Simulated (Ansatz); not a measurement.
Several settings on one geometry of the cluster B₄F⁻ (that of the charge -1 singlet, PBE-D4/def2-SVPD). Ansatz on 4 threads of Arm Neoverse V1 on a shared host; times are rough.

Cartesian coordinates in Å:
```
B 0.730 -0.187 -0.302
B -0.881 -0.386 -0.365
B -1.671 0.427 0.690
B -0.140 0.647 0.787
F 1.961 -0.501 -0.810
```

Totals from different functionals, basis sets or treatments of relativity can't be compared as stabilities.

DK, ANO-RCC and x2c sets are all-electron and run with scalar relativity unless a key says otherwise. Correlated methods freeze 5 core orbitals.

The spins typed aren't always the lowest for that charge.

**Question.** Give the basis size and estimate the energy, ⟨S²⟩ and time of these runs.

```tsv
run	method	charge	state	further keys
1	UKS r2SCAN-D3(BJ)-ATM/STO-3G	0	doublet	forces asked
2	RKS B2PLYP/cc-pVTZ-DK	-1	singlet	point_charges: [{charge: 0.50, position_ang: [6.657, 0.729, -0.475]}]; scf: {omitted_lower_state_checks: [starts]}
3	RKS B97/def2-TZVP	-1	singlet	scf: {omitted_lower_state_checks: [starts]}; forces asked
4	RKS BHLYP-D3(BJ)/def2-mTZVP	-1	singlet	scf: {omitted_lower_state_checks: [starts]}
```

**Answer.** 
```tsv
run	functions	energy (Eh)	⟨S²⟩	wall time
1	25	-196.2602	0.77	2.5 s
2	150	-199.2373	–	1.6 s
3	155	-199.1808	–	2.6 s
4	95	-199.1425	–	0.7 s
```

The highest occupied level of an anion often lies above zero with these methods, and sets without diffuse functions describe the outer electron poorly. At RKS B2PLYP/cc-pVTZ-DK the restricted singlet is unstable: a solution with broken spin symmetry lies lower. The restricted singlet is unstable towards broken spin symmetry at other levels; at RKS B97/def2-TZVP, RKS BHLYP-D3(BJ)/def2-mTZVP this wasn't settled.
